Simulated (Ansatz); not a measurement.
System: CHF, net charge 0, singlet state. 
Coordinates optimised at B3LYP-D3(BJ)/def2-TZVP (Ansatz, a first-principles code):
```xyz
3

C     -0.5669     0.4516    -0.0174
F      0.5297    -0.2636     0.0165
H     -1.3661    -0.3376    -0.0445
```
Charge 0, spin multiplicity 1.

Quantity: atomisation energy (electronic, to ground-state atoms), in eV. Valence correlation only, unless marked. UHF or UKS for open shells. No spin-orbit coupling. Non-relativistic. The coupled-cluster limit lacks core correlation, which all-electron functionals hold. CBS(X,Y): correlation extrapolated as X^-3; Hartree-Fock from the larger set (for Q and 5 zeta extrapolated as (X+1)exp(-9√X)).

```
level                     program  atomisation energy (eV)
-----------------  --------------  -----------------------
PBE0-D4/def2-TZVP  Ansatz + dftd4                     9.13
```

### Question
Estimate the value at CCSD(T)/CBS(cc-pVQZ,cc-pV5Z) as computed with Ansatz.

### Answer
9.21 eV
